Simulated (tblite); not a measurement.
Compound: C6H9BClF.
SMILES with atom numbers: `[CH3:1]/[CH:2]=[C:3]1/[CH2:4][B:5]([Cl:6])[CH2:7][C@@H:8]1[F:9]` (hydrogens: H10, H11, H12 on C1; H13 on C2; H14, H15 on C4; H16, H17 on C7; H18 on C8)

Computed with GFN2-xTB (tblite), gas phase: L-BFGS steps from a force-field or distance-geometry start until the largest atomic force falls under 0.01 eV/Å.

Step 95: E = -760.9859 eV
```
atom  x, y, z in Å  |  force x, y, z in eV/Å
C1      2.6160    0.3088    0.2726    0.038   0.048   0.032
C2      1.5346   -0.6282   -0.1524   -0.026   0.029  -0.036
C3      0.2314   -0.3981   -0.0595   -0.038  -0.003  -0.020
C4     -0.8418   -1.3546   -0.5294   -0.035  -0.031  -0.008
B5     -2.1926   -0.5372   -0.4275    0.009   0.041  -0.013
Cl6    -3.7291   -1.0593   -0.9116   -0.010  -0.048   0.003
C7     -1.8701    0.8908    0.1712    0.023   0.010   0.002
C8     -0.3735    0.8675    0.5140    0.023  -0.021  -0.006
F9      0.2457    1.9919   -0.0139    0.010   0.018   0.012
H10     2.3195    0.8877    1.1481    0.034  -0.062  -0.085
H11     3.5278   -0.2447    0.4956   -0.052   0.084  -0.005
H12     2.8266    1.0188   -0.5320    0.012  -0.086   0.093
H13     1.8636   -1.5543   -0.6053    0.000  -0.005   0.000
H14    -0.6190   -1.7266   -1.5334    0.002   0.017   0.045
H15    -0.8501   -2.2447    0.1087    0.005   0.017  -0.013
H16    -2.4707    1.1924    1.0293   -0.015  -0.011  -0.006
H17    -2.0243    1.6672   -0.5834   -0.013  -0.004  -0.007
H18    -0.2027    0.9287    1.5973    0.036   0.006   0.012
```

Step 96: E = -760.9865 eV
```
atom  x, y, z in Å  |  force x, y, z in eV/Å
C1      2.6159    0.3095    0.2713   -0.005   0.000   0.015
C2      1.5344   -0.6280   -0.1534   -0.022   0.019  -0.033
C3      0.2312   -0.3983   -0.0592   -0.033   0.001  -0.018
C4     -0.8424   -1.3550   -0.5279   -0.032  -0.011   0.000
B5     -2.1925   -0.5370   -0.4281    0.001   0.046  -0.008
Cl6    -3.7288   -1.0624   -0.9100   -0.007  -0.041   0.004
C7     -1.8690    0.8921    0.1680    0.023   0.009   0.000
C8     -0.3734    0.8665    0.5163    0.018  -0.015   0.000
F9      0.2486    1.9925   -0.0055    0.004   0.006   0.017
H10     2.3243    0.8801    1.1504   -0.002  -0.014  -0.010
H11     3.5300   -0.2391    0.4850    0.009   0.024   0.009
H12     2.8192    1.0240   -0.5271    0.022  -0.026   0.017
H13     1.8626   -1.5547   -0.6058    0.003   0.001  -0.001
H14    -0.6207   -1.7289   -1.5307    0.013   0.012   0.024
H15    -0.8513   -2.2433    0.1113    0.005   0.000   0.001
H16    -2.4730    1.1980    1.0223   -0.013  -0.009  -0.004
H17    -2.0179    1.6665   -0.5898   -0.014  -0.006  -0.007
H18    -0.2059    0.9236    1.6010    0.030   0.005  -0.007
```

Step 97: E = -760.9870 eV
```
atom  x, y, z in Å  |  force x, y, z in eV/Å
C1      2.6171    0.3087    0.2724   -0.008  -0.005   0.004
C2      1.5342   -0.6279   -0.1515   -0.018   0.014  -0.032
C3      0.2310   -0.3973   -0.0595   -0.024  -0.001  -0.020
C4     -0.8423   -1.3534   -0.5313   -0.027  -0.003   0.005
B5     -2.1929   -0.5376   -0.4257   -0.007   0.041  -0.005
Cl6    -3.7304   -1.0690   -0.8985   -0.004  -0.035   0.005
C7     -1.8694    0.8923    0.1680    0.013   0.017   0.002
C8     -0.3738    0.8670    0.5167    0.009  -0.010   0.001
F9      0.2477    1.9938   -0.0039    0.005   0.003   0.017
H10     2.3217    0.8906    1.1421   -0.007  -0.009   0.000
H11     3.5277   -0.2404    0.4989    0.004   0.016   0.009
H12     2.8300    1.0129   -0.5327    0.020  -0.022   0.015
H13     1.8613   -1.5560   -0.6027    0.007   0.007  -0.002
H14    -0.6247   -1.7194   -1.5378    0.023   0.012   0.019
H15    -0.8464   -2.2468    0.1005    0.001  -0.002   0.006
H16    -2.4746    1.1983    1.0217   -0.003  -0.008  -0.008
H17    -2.0179    1.6669   -0.5903   -0.014  -0.016  -0.001
H18    -0.2069    0.9235    1.6018    0.030   0.003  -0.015
```

Step 98: E = -760.9877 eV
```
atom  x, y, z in Å  |  force x, y, z in eV/Å
C1      2.6196    0.3058    0.2760    0.012   0.016  -0.007
C2      1.5332   -0.6276   -0.1476    0.001   0.003  -0.022
C3      0.2298   -0.3948   -0.0609    0.002   0.003  -0.019
C4     -0.8423   -1.3493   -0.5399   -0.009   0.010   0.012
B5     -2.1941   -0.5384   -0.4210   -0.020   0.010   0.002
Cl6    -3.7330   -1.0829   -0.8768    0.003  -0.018   0.007
C7     -1.8714    0.8917    0.1717   -0.006   0.025   0.009
C8     -0.3742    0.8693    0.5159   -0.013   0.019   0.003
F9      0.2433    1.9973   -0.0095   -0.003  -0.017   0.022
H10     2.3129    0.9192    1.1210    0.005  -0.034  -0.031
H11     3.5202   -0.2471    0.5392   -0.054   0.029  -0.003
H12     2.8611    0.9814   -0.5476    0.009  -0.044   0.057
H13     1.8582   -1.5578   -0.5962    0.016   0.015  -0.006
H14    -0.6315   -1.6963   -1.5547    0.036   0.013   0.014
H15    -0.8349   -2.2542    0.0749   -0.012   0.003   0.009
H16    -2.4775    1.1924    1.0274    0.020  -0.004  -0.017
H17    -2.0248    1.6678   -0.5846   -0.010  -0.024   0.008
H18    -0.2032    0.9297    1.6009    0.024  -0.005  -0.039
```

Task: Estimate the geometry and energy of step 99. (The exact step hangs on the optimiser's Hessian estimate; all steps are aligned on step 98, rigid shifts and turns removed.)

Result: E = -760.9881 eV, largest force 0.047 eV/Å
```
atom  x, y, z in Å  |  force x, y, z in eV/Å
C1      2.6201    0.3048    0.2765    0.008   0.001  -0.014
C2      1.5326   -0.6269   -0.1482    0.005  -0.003  -0.013
C3      0.2292   -0.3939   -0.0622    0.018   0.009  -0.013
C4     -0.8428   -1.3484   -0.5409    0.004   0.024   0.012
B5     -2.1944   -0.5372   -0.4223   -0.020  -0.009   0.008
Cl6    -3.7327   -1.0862   -0.8744   -0.001  -0.011   0.005
C7     -1.8719    0.8922    0.1718   -0.026   0.030   0.012
C8     -0.3743    0.8699    0.5149   -0.022   0.028   0.001
F9      0.2419    1.9987   -0.0097    0.005  -0.013   0.011
H10     2.3133    0.9214    1.1181   -0.009  -0.018  -0.011
H11     3.5190   -0.2478    0.5439   -0.046   0.008   0.003
H12     2.8667    0.9760   -0.5479    0.008  -0.021   0.033
H13     1.8575   -1.5579   -0.5952    0.016   0.013  -0.011
H14    -0.6307   -1.6945   -1.5550    0.033   0.006  -0.005
H15    -0.8343   -2.2532    0.0733   -0.018  -0.006   0.017
H16    -2.4784    1.1891    1.0291    0.030  -0.002  -0.027
H17    -2.0281    1.6696   -0.5828   -0.003  -0.028   0.019
H18    -0.2016    0.9305    1.5992    0.018  -0.009  -0.025
```

The energy changes by -0.0004 eV. The first-order estimate −F·Δx gives -0.0005 eV and the mean of the old and new forces, exact on a quadratic surface, -0.0004 eV. The step makes an angle of 75° with the force vector and moves no atom by more than 0.008 Å.

The cost below is that of the whole relaxation. On one thread, Intel Xeon 6975P-C (x86_64), shared host with 192 logical CPUs at a one-minute load of 20, this took 0.8 s.
